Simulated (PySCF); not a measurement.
Vertical excitations of a molecule C4H7Cl from TDDFT-B3LYP/def2-SVPD (PySCF), as energy in eV (oscillator strength): 5.94 (0.000), 6.28 (0.004), 6.48 (0.348), 7.07 (0.001), 7.11 (0.000), 7.21 (0.001), 7.62 (0.002), 7.98 (0.002), 8.03 (0.022), 8.09 (0.015). Lowest triplet (TDA): 4.12 eV. Coordinates come from a B3LYP-D3(BJ)/def2-SVP optimisation. One conformer was computed; it need not be the lowest.

Question: Pick the molecule that these values belong to.
A. C/C=C(\C)Cl
B. C=C(Cl)CC
C. CC/C=C\Cl
D. C=CCCCl

Answer: A, C/C=C(\C)Cl
